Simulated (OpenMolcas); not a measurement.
## Se⁴⁺: effect of the active space

- Program: OpenMolcas 26.06
- Method: MS-CASPT2 or its RAS form, IPEA 0.25 Eh, imaginary shift 0.1 Eh
- Basis: ANO-RCC-VTZP
- Scalar Hamiltonian: DKH2, point nucleus
- Spin-orbit coupling: RASSI with atomic mean-field integrals over the reference wave functions, term energies averaged over their components

A. 2 electrons in 4 orbitals (4s 4p); 2S+1 = 3 even, 3 roots; 2S+1 = 1 even, 7 roots; 2S+1 = 3 odd, 3 roots; 2S+1 = 1 odd, 3 roots; closed shells correlated: 3d; CASPT2 step roughly 2.1 core-seconds
B. 2 electrons in 8 orbitals (4s 4p 5s 5p); 2S+1 = 3 even, 3 roots; 2S+1 = 1 even, 7 roots; 2S+1 = 3 odd, 3 roots; 2S+1 = 1 odd, 3 roots; closed shells correlated: 3d; CASPT2 step about 3 core-seconds
C. 2 electrons in 9 orbitals (RAS2 4s 4p; RAS3 4d, at most 2 electrons); 2S+1 = 3 even, 3 roots; 2S+1 = 1 even, 7 roots; 2S+1 = 3 odd, 3 roots; 2S+1 = 1 odd, 3 roots; closed shells correlated: 3d; CASPT2 step roughly 5 core-seconds

Energies in eV above 4s2 1S0, the measured ground level; measured values from the list in Rauch et al., Astron. Astrophys. 606, A105 (2017).

```json
{"Level": "4s2 1S0", "A": "0.0000", "B": "0.0000", "C": "0.0000", "Measured": "0.0000"}
{"Level": "4s 4p 3P* 0", "A": "10.807", "B": "10.817", "C": "10.792", "Measured": "11.1275"}
{"Level": "4s 4p 3P* 1", "A": "10.987", "B": "10.996", "C": "10.970", "Measured": "11.3260"}
{"Level": "4s 4p 3P* 2", "A": "11.380", "B": "11.389", "C": "11.363", "Measured": "11.7735"}
{"Level": "4s 4p 1P* 1", "A": "16.647", "B": "16.627", "C": "16.482", "Measured": "16.3328"}
{"Level": "4p2 3P0", "A": "26.076", "B": "26.080", "C": "26.049", "Measured": "26.2591"}
{"Level": "4p2 3P1", "A": "26.318", "B": "26.319", "C": "26.289", "Measured": "26.5439"}
{"Level": "4p2 3P2 [61 %]", "A": "26.522", "B": "26.479", "C": "26.744", "Measured": "27.1048"}
{"Level": "4p2 1D2 [61 %]", "A": "27.095", "B": "27.014", "C": "26.006", "Measured": "26.4338"}
```

Deviations, from unrounded energies. A percentage is the sum of absolute deviations over the sum of measured energies, with the sign that they share, or ± where signs differ.

```json
{"Against measurement": "mean absolute deviation (cm-1)", "Levels": "8", "A": "3000", "B": "3000", "C": "2500"}
{"Against measurement": "other configurations (%)", "Levels": "8", "A": "±1.9", "B": "±1.9", "C": "±1.6"}
```

C lies closest to measurement on these levels and A furthest from it. The largest miss of C in the table is 4p2 1D2 [61 %], by -3500 cm-1. The ranking rests on the paired levels alone, and a cruder setting can come out closer through cancelling errors.

Among A to C the level of the table that moves most is 4p2 1D2 [61 %], by 8800 cm-1 (lowest in C, highest in A). Moves below CASPT2's spread within the term are not significant.

CASPT2 does not keep the components of a term degenerate, so their means are used; among the terms shown or strongly mixed into the levels shown the widest spread is 150 cm-1 (4p2 1D, B). Over all roots computed the reference weight is 0.94 to 0.99 in A, 0.92 to 0.99 in B; the roots of lowest weight are the least certain, and an intruder state may touch them. Some levels mix across a computed gap that differs much from the measured one, so their mixing is not that of the real levels (holds for A; B). The ¹D term of p² mixes with s d, which this space lacks (holds for A; B). Active for correlation alone: 5p 5s; no level in the range computed is led by a configuration that fills them, so any true level of that kind is missing (holds for B). Active for correlation alone: 4d; no level in the range computed is led by a configuration that fills it, so any true level of that kind is missing (holds for C). Some terms mix strongly with configurations of 4d, whose occupation reaches 0.21 (4p2 1D) (holds for C). Computed and measured levels are paired by configuration, term and J; levels that our copy of the source lacks, or whose pairing is in doubt (as where it misses far off the trend of its configuration), stay unpaired and out of the deviations. Levels of configurations outside the active space are missing. Levels that lie high or do not pair safely by name in every column are left out.

A share in square brackets marks a mixed level and gives the weight of the term that names it, the lowest over the columns. * marks odd parity.
